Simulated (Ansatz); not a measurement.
Mulliken charges of CH3BFNO, SMILES `NB1OC1F` from PBE/def2-TZVPP in Ansatz (PBE0-D4/def2-TZVP geometry).

```tsv
atom	x (Å)	y (Å)	z (Å)	charge (e)
N1	-1.058	0.841	-0.741	-0.264
B2	-0.218	-0.009	-0.053	-0.029
O3	-0.288	-0.960	0.916	-0.221
C4	1.044	-0.674	0.430	0.223
F5	1.833	-0.083	1.365	-0.179
H6	-2.048	0.883	-0.567	0.178
H7	-0.726	1.490	-1.431	0.186
H8	1.552	-1.545	0.024	0.107
```

Q: By hand: the dipole of these point charges (1 e Å = 4.8032 D).

A: Σ q r = (-0.080, 0.124, -0.518) e Å, of length 0.539 e Å = 2.59 D.

Q: How does the dipole of the full density compare? (Best estimate.)

A: Ansatz gave: (-0.312, 0.258, -0.550) e Å, 3.28 D; the point charges give 0.79 times that, at 22° from its direction.

Point charges leave out the atoms' own dipoles, such as those of lone pairs, and Mulliken's split depends on the basis, so the two needn't agree.
